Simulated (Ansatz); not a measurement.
`C[NH][GeH2][CH3]` + H–F → `[CH3][GeH2][F]` + CH₃NH₂  (ligand exchange at a Ge–N bond)

Isolated molecules relaxed with PBE0-D4/def2-TZVP in Ansatz; ΔE leaves out vibrations. CCSD(T)/CBS is the MP2 limit (def2-TZVPP, def2-QZVPP) plus CCSD(T) − MP2 in def2-TZVPP, frozen cores. This one scheme is used for every species. DFT in def2-TZVPP. B3LYP here is the variant with VWN-RPA as its local correlation; programs differ in this. HSE06 is defined as in plane-wave codes. For Ge outer-core shells are correlated without core-valence functions, which leaves a few kJ/mol of doubt a bond. Scalar relativity is left out up to krypton. Each species was taken in one conformer, which may not be the lowest.

`C[NH][GeH2][CH3]`:

```xyz
13

C     0.867    0.501    1.605
N    -0.286    0.985    0.874
Ge   -1.108   -0.141   -0.328
C     0.090   -0.821   -1.719
H     1.125    1.191    2.414
H     0.625   -0.458    2.074
H     1.771    0.348    0.997
H    -0.139    1.917    0.513
H    -2.259    0.667   -0.957
H    -1.653   -1.325    0.496
H     0.927   -1.360   -1.271
H     0.486    0.001   -2.318
H    -0.445   -1.506   -2.380
```

H–F:

Z-matrix (Å, degrees):
```
F
H 1 0.920
```

`[CH3][GeH2][F]`:

Cartesian coordinates in Å:
```
C 0.519 -0.777 0.467
Ge -0.505 0.591 -0.444
F 0.193 2.123 0.023
H 0.131 -1.767 0.220
H 0.454 -0.633 1.546
H 1.564 -0.723 0.163
H -1.975 0.655 0.002
H -0.380 0.532 -1.976
```

CH₃NH₂:

Cartesian coordinates in Å:
```
C 0.333 -0.371 0.273
N -0.298 0.795 -0.321
H -0.185 -1.326 0.101
H 0.416 -0.227 1.353
H 1.349 -0.469 -0.114
H -1.239 0.911 0.033
H -0.376 0.687 -1.324
```

| level | ΔE (kJ/mol) | difference from CCSD(T)/CBS |
| --- | --- | --- |
| B97M-V | -77.5 | -20.0 |
| HSE06-D4 | -62.3 | -4.8 |
| B2PLYP | -71.5 | -14.0 |
| PBE | -70.7 | -13.2 |
| B3LYP | -79.3 | -21.8 |
| r2SCANh | -71.3 | -13.8 |
| r2SCAN0 | -69.6 | -12.1 |
| HSE06 | -68.1 | -10.6 |
| LC-ωPBE | -71.5 | -14.0 |
| HF/CBS(def2) | -88.2 | -30.7 |
| CCSD(T)/CBS | -57.5 | 0 |

Largest T1 diagnostic among the species: 0.011.

In def2-TZVPP, CCSD(T) changes the Hartree–Fock value by +27.2 kJ/mol (the triples alone add +3.2 kJ/mol) and MP2 by +31.5 kJ/mol. From BLYP to BHLYP (50 % exact exchange), in def2-TZVPP and without D4, ΔE moves by +3.3 kJ/mol. The D4 term adds +10.7 kJ/mol with B3LYP and +6.1 kJ/mol with PBE0; it sums over pairs of atoms, weighted by their polarisabilities, and B3LYP, whose exchange is more repulsive, gets the larger term.
